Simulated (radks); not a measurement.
Spherical quantum dot in the effective-mass picture: electrons in a parabolic well V = omega^2 r^2 / 2 with omega = 0.679, all in effective atomic units (hartree* = m*/eps^2 hartree, bohr* = eps/m* bohr), one dielectric constant everywhere. Calculated with a radial shooting solver with Libxc functionals: non-relativistic Kohn-Sham, PBE, spin-polarised, spherical densities. Levels are named by radial order and angular momentum (1s, 1p, 1d, 2s, ...), and open shells are averaged over m.

N = 5, configuration 1s2 1p(up 3, down 0). This is the lowest configuration that the search found. Occupied and some empty levels:

| level | occupation | eigenvalue (hartree*) | <r> (bohr*) |
|---|---|---|---|
| 1s up | 1 | 3.0806 | 1.681 |
| 1s down | 1 | 3.1816 | 1.630 |
| 1p up | 3 | 3.5377 | 2.095 |
| 1p down | 0 | 3.6646 | 2.097 |
| 1d up | 0 | 4.0579 | 2.419 |
| 2s up | 0 | 4.1778 | 2.189 |
| 1d down | 0 | 4.1824 | 2.448 |
| 2s down | 0 | 4.2419 | 2.216 |
| 1f up | 0 | 4.6177 | 2.703 |
| 1f down | 0 | 4.7289 | 2.739 |

Energy (hartree*): total 11.5587, kinetic 2.6858, external 4.7803, Hartree 5.8341, exchange-correlation -1.7416.
